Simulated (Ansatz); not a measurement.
Reaction (cleavage of the Ge–In bond): `[F][InH][GeH3]` + HBr → `[GeH3][Br]` + `[F][InH2]`

Gas-phase electronic energies from Ansatz, PBE0-D4/def2-TZVP geometries. CCSD(T)/CBS is the MP2 limit (def2-TZVPP, def2-QZVPP) plus CCSD(T) − MP2 in def2-TZVPP, frozen cores. def2 core potentials past Kr. For Br, Ge, In outer-core shells are correlated without core-valence functions, which leaves a few kJ/mol of doubt a bond. Scalar relativity is left out up to krypton.

| species | CCSD(T)/CBS(def2) energy (Eh) |
| --- | --- |
| `[F][InH][GeH3]` | -2368.14594 |
| HBr | -2573.91920 |
| `[GeH3][Br]` | -4651.26096 |
| `[F][InH2]` | -290.81142 |

Work out ΔE.

ΔE = (-4651.26096) + (-290.81142) − (-2368.14594) − (-2573.91920) = -0.00724 Eh = -19.0 kJ/mol.

Largest T1 diagnostic among the species: 0.016.

Leaving LDA and LC-ωPBE aside and taking each functional with its dispersion term where it has one, the values, not all of them listed here, spread over 18.1 kJ/mol, from B97M-V to PBE-D4. LDA lies +3.9 kJ/mol from PBE without D4. From PBE to PBE0 (25 % exact exchange), in def2-TZVPP and without D4, ΔE moves by −5.5 kJ/mol. In def2-TZVPP, CCSD(T) changes the Hartree–Fock value by +21.6 kJ/mol (the triples alone add +1.4 kJ/mol) and MP2 by +20.5 kJ/mol.
